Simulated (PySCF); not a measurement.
Levels of Cs⁴⁴⁺ from EOM-EA-GCCSD

Reference: closed-shell Cs⁴⁵⁺, [Ne]; one electron is added. Calculated with PySCF 2.14, two-component X2C-1e with screened spin-orbit coupling, an even-tempered Gaussian basis (17 s from 5.8 bohr⁻², ratio 2.6; 13 p from 7.5 bohr⁻², ratio 2.6; 6 d from 7.7 bohr⁻², ratio 2.8; 3 f from 170 bohr⁻², ratio 2.8); frozen 1s2; the 48 highest virtual spinors dropped; of the others 44 kept and the rest restored at second order. No Breit or QED terms. Binding energies in eV.

```json
{"level": "3s1/2", "Koopmans": "3486.3", "second order": "3487.1", "EOM-CCSD": "3487.1"}
{"level": "3p1/2", "Koopmans": "3383.7", "second order": "3384.7", "EOM-CCSD": "3384.7"}
{"level": "3p3/2", "Koopmans": "3288.8", "second order": "3289.7", "EOM-CCSD": "3289.7"}
{"level": "3d3/2", "Koopmans": "3157.8", "second order": "3158.5", "EOM-CCSD": "3158.5"}
{"level": "3d5/2", "Koopmans": "3136.7", "second order": "3137.3", "EOM-CCSD": "3137.3"}
```

Electric-dipole lines between these computed levels:

| lower | upper | ΔE (eV) | vacuum wavelength (nm) |
| --- | --- | --- | --- |
| 3s1/2 | 3p1/2 | 102.45 | 12.10 |
| 3s1/2 | 3p3/2 | 197.45 | 6.279 |
| 3p1/2 | 3d3/2 | 226.13 | 5.483 |
| 3p3/2 | 3d3/2 | 131.13 | 9.455 |
| 3p3/2 | 3d5/2 | 152.32 | 8.140 |

For comparison, the ionisation energy of Cs⁴⁴⁺ is 3485 ± 4 eV (theoretical estimate listed by NIST; NIST Atomic Spectra Database, ionization energies).

Only part of the computed levels is shown.
